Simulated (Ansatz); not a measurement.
Consider the ligand exchange at the Sn–Br bond: `C[S][Sn][Br]` + `O[SiH3]` → `C[S][Sn][O][SiH3]` + HBr.

Program: Ansatz. Geometries: PBE0-D4/def2-TZVP. ΔE: electronic, gas phase. CCSD(T)/CBS adds triple-zeta CCSD(T) − MP2 to the extrapolated MP2 energy (def2 sets, frozen cores). DFT in def2-TZVPP. B3LYP here is the variant with VWN-RPA as its local correlation; programs differ in this. Elements past krypton have def2 core potentials. For Br, Sn outer-core shells are correlated without core-valence functions, which leaves a few kJ/mol of doubt a bond. Scalar relativity is left out up to krypton. Each species was taken in one conformer, which may not be the lowest.

```csv
level,ΔE (kcal/mol)
B3LYP-D4,15.9
PBE-QIDH,17.1
PBE,17.4
MP2/def2-SVP,13.3
MP2/def2-TZVPP,15.1
HF/def2-QZVPP,17.6
SCS-MP2/def2-QZVPP,15.0
HF/CBS(def2),17.5
```

**Question.** What does CCSD(T)/CBS give? (Best estimate.)

**Answer.** Computed: +15.7 kcal/mol. The listed levels differ from it by 0.2, 1.4, 1.7, -2.4, -0.6, 1.9, -0.7, 1.8 kcal/mol.

Largest T1 diagnostic among the species: 0.016.

In def2-TZVPP, CCSD(T) changes the Hartree–Fock value by −4.1 kcal/mol (the triples alone add −0.4 kcal/mol) and MP2 by −3.1 kcal/mol. From BLYP to BHLYP (50 % exact exchange), in def2-TZVPP and without D4, ΔE moves by +1.3 kcal/mol. At CCSD(T), def2-SVP lies −3.1 kcal/mol from the extrapolated value and def2-TZVPP −1.7 kcal/mol.

CCSD(T)/CBS has its own doubt, a few kJ/mol and more with outer-core shells, so smaller differences from it don't rank the levels.
